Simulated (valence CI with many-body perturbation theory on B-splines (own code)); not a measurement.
**Hyperfine factors and g values of Tl⁶⁶⁺**

Calculated by relativistic CI+MBPT: five valence electrons over a frozen Dirac-Fock core [Ne], a basis of 11 s, 11 p, 10 d, 8 f, 5 g, 2 h functions for each j, with the one-electron correlation potential Σ1 (screened to all orders), the two-electron term Σ2, the three-electron term Σ3, Breit, model QED; selected single and double excitations, second order for the rest, scaled by the run's own slope (own B-spline code, finite nucleus).

No measured spectrum was set against this ion. As an estimate, large intervals hold to a few tenths of a per cent, small ones and those within an open d or f shell to about a per cent. Among the levels kept, up to 3300 cm⁻¹ of a level comes from second order outside the variational space, and about a tenth of that is noise between levels of different J, which matters for small intervals.

A/g_I is the dipole constant over the nuclear g factor μ/I (μ in nuclear magnetons, uniformly magnetised nucleus), B/Q the quadrupole constant per barn. Both hold the static response of the core; the bare values leave it out. Large factors of s and p1/2 electrons are usually good to 5 to 10 %; those of open d and f shells near neutrality can be off by tens of per cent, and small factors of p3/2, d and f electrons come from cancelling terms and can be off by a factor of two or in sign, in half-filled shells by more. B is blank for J = 1/2, where it vanishes, and for nearly pure S terms. Energies count from the lowest level.

Levels are named by their leading jj configuration (3d3/2^4 stands for four electrons in 3d with j = 3/2), which in mixed levels can hold well under half, so a name can repeat and another be missing. Letters in brackets count levels of one name in rising energy.

```csv
Level,E (Ry),g,A/g_I (MHz),A/g_I bare,B/Q (MHz/b),B/Q bare
(3s^2 3p1/2^2 3p3/2) J=3/2,0.000,1.332,288000,287000,579000,573000
(3s^2 3p1/2^2 3d3/2) J=3/2,18.971,0.776,156000,160000,100000,103000
(3s^2 3p1/2^2 3d5/2) J=5/2,29.193,1.189,63000,66700,91300,94200
(3s^2 3p1/2 3p3/2^2) J=3/2,39.282,1.451,-244000,-235000,32700,32300
(3s^2 3p1/2 3p3/2^2) J=5/2,40.231,1.183,830000,819000,-936,-915
(3s^2 3p1/2 3p3/2^2) J=1/2,41.509,0.643,2980000,2930000,,
(3s 3p1/2^2 3p3/2^2) J=5/2,54.148,1.450,1890000,1860000,92500,91200
(3s 3p1/2^2 3p3/2^2) J=3/2,56.479,1.140,-1010000,-988000,-45700,-44900
(3s 3p1/2^2 3p3/2^2) J=1/2,56.749,1.995,7700000,7550000,,
(3s^2 3p1/2 3p3/2 3d3/2) J=5/2 [a],58.005,0.955,619000,614000,-51900,-49400
(3s^2 3p1/2 3p3/2 3d3/2) J=1/2 [a],58.299,0.230,1090000,1080000,,
(3s^2 3p1/2 3p3/2 3d3/2) J=3/2 [a],58.352,0.901,625000,620000,-343000,-339000
(3s^2 3p1/2 3p3/2 3d3/2) J=7/2,59.009,1.010,615000,609000,656000,652000
(3s^2 3p1/2 3p3/2 3d3/2) J=5/2 [b],61.506,1.144,50900,55700,611000,605000
(3s^2 3p1/2 3p3/2 3d3/2) J=1/2 [b],62.439,1.657,2150000,2110000,,
(3s^2 3p1/2 3p3/2 3d3/2) J=3/2 [b],62.571,1.206,-211000,-201000,27500,25700
(3s^2 3p1/2 3p3/2 3d5/2) J=7/2 [a],67.117,1.299,-166000,-158000,640000,636000
(3s^2 3p1/2 3p3/2 3d5/2) J=9/2,68.166,1.175,461000,457000,661000,657000
(3s^2 3p1/2 3p3/2 3d5/2) J=3/2 [a],68.215,1.320,-490000,-476000,-221000,-217000
(3s^2 3p1/2 3p3/2 3d5/2) J=5/2 [a],68.494,1.108,597000,591000,-421000,-414000
(3s^2 3p1/2 3p3/2 3d5/2) J=5/2 [b],70.016,1.281,-158000,-151000,8330,9890
(3s^2 3p1/2 3p3/2 3d5/2) J=7/2 [b],70.205,1.125,534000,529000,-25700,-22800
(3s^2 3p1/2 3p3/2 3d5/2) J=3/2 [b],70.924,0.932,904000,892000,56600,56900
(3s^2 3p1/2 3p3/2 3d5/2) J=1/2,71.220,1.220,-937000,-914000,,
(3s 3p1/2^2 3p3/2 3d3/2) J=5/2 [a],72.805,1.245,1510000,1480000,181000,178000
(3s 3p1/2^2 3p3/2 3d3/2) J=3/2 [a],72.971,1.233,721000,713000,14100,11900
(3s 3p1/2^2 3p3/2 3d3/2) J=1/2 [a],73.180,2.317,4520000,4440000,,
(3s 3p1/2^2 3p3/2 3d3/2) J=7/2,73.717,1.224,1420000,1400000,641000,637000
(3s 3p1/2^2 3p3/2 3d3/2) J=3/2 [b],75.174,1.005,815000,805000,-294000,-290000
(3s 3p1/2^2 3p3/2 3d3/2) J=5/2 [b],75.954,0.859,-294000,-282000,309000,309000
(3s 3p1/2^2 3p3/2 3d3/2) J=1/2 [b],76.388,0.549,1540000,1510000,,
(3s^2 3p1/2 3d3/2^2) J=5/2,78.263,0.800,408000,407000,147000,147000
(3s^2 3p3/2^3) J=3/2,80.957,1.305,298000,297000,-609000,-602000
(3s^2 3p1/2 3d3/2^2) J=1/2,81.758,0.633,2960000,2910000,,
(3s 3p1/2^2 3p3/2 3d5/2) J=9/2,81.914,1.334,1100000,1090000,656000,652000
(3s^2 3p1/2 3d3/2^2) J=3/2,82.059,0.799,-436000,-421000,-45200,-44300
(3s 3p1/2^2 3p3/2 3d5/2) J=5/2 [a],83.339,1.364,1650000,1620000,-316000,-311000
(3s 3p1/2^2 3p3/2 3d5/2) J=7/2 [a],83.913,1.264,737000,729000,299000,299000
(3s 3p1/2^2 3p3/2 3d5/2) J=3/2 [a],84.234,1.112,-940000,-915000,-314000,-311000
(3s 3p1/2^2 3p3/2 3d5/2) J=7/2 [b],85.268,1.175,-174000,-164000,315000,315000
```

Task: Take the isotope of mass number 203, with I = 1/2, μ = 1.616 μN. What is the hyperfine structure of (3s^2 3p1/2 3p3/2^2) J=5/2?

Result: From the table A = 2680000 MHz. Shifts from the centre of gravity in MHz: F = 2: -4690000, F = 3: 3350000.
